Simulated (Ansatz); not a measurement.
`C[SiH](F)BN` → `BN` + `C[Si]F` at 400 K and 1 bar (silylene formation by 1,1-elimination).

Calculated with Ansatz (gas phase, PBE0-D4/def2-TZVP geometries, no zero-point term in ΔE). CBS: MP2 limit from def2 TZ/QZ plus the TZ coupled-cluster correction, frozen cores. This one scheme is used for every species. Each species was taken in one conformer, which may not be the lowest.

```json
{"species": "`C[SiH](F)BN`", "CCSD(T)/CBS energy (Eh)": "-510.74878", "H − E (kJ/mol)": "269.8", "S (J/(mol·K))": "390.5"}
{"species": "`BN`", "CCSD(T)/CBS energy (Eh)": "-81.93499", "H − E (kJ/mol)": "142.5", "S (J/(mol·K))": "243.5"}
{"species": "`C[Si]F`", "CCSD(T)/CBS energy (Eh)": "-428.74649", "H − E (kJ/mol)": "120.0", "S (J/(mol·K))": "307.1"}
```

H − E and S are ideal-gas, rigid-rotor, harmonic terms from PBE0-D4/def2-TZVP, for one conformer and one mirror image of each species. 1 Eh = 2625.50 kJ/mol, R = 8.31446 J/(mol·K).

By hand: ΔE, ΔH, ΔS and ΔG.

ΔE = (-81.93499) + (-428.74649) − (-510.74878) = 0.06730 Eh = 176.7 kJ/mol. Δ(H − E) = 142.5 + 120.0 − 269.8 = -7.3, so ΔH = 169.4 kJ/mol. ΔS = 243.5 + 307.1 − 390.5 = 160.1 J/(mol·K). ΔG = 169.4 − 400 × (160.1)/1000 = 105.4 kJ/mol.

By hand: the equilibrium constant, and the temperature at which ΔG would vanish if ΔH and ΔS stayed fixed.

log₁₀ K = −ΔG/(RT ln 10) = -13.8. ΔG = 0 at ΔH/ΔS = 1058 K.

The number of gas molecules changes by +1, which sets the sign of ΔS. A doubt of 5 kJ/mol in ΔE shifts log₁₀ K by 0.7 here. Other conformers and mirror images would add mixing entropy, several J/(mol·K) or more a flexible species. These are equilibria of isolated gas molecules and say nothing of rates. Largest T1 diagnostic: 0.014 (customary marks: 0.02 for closed shells, 0.045 for open ones).
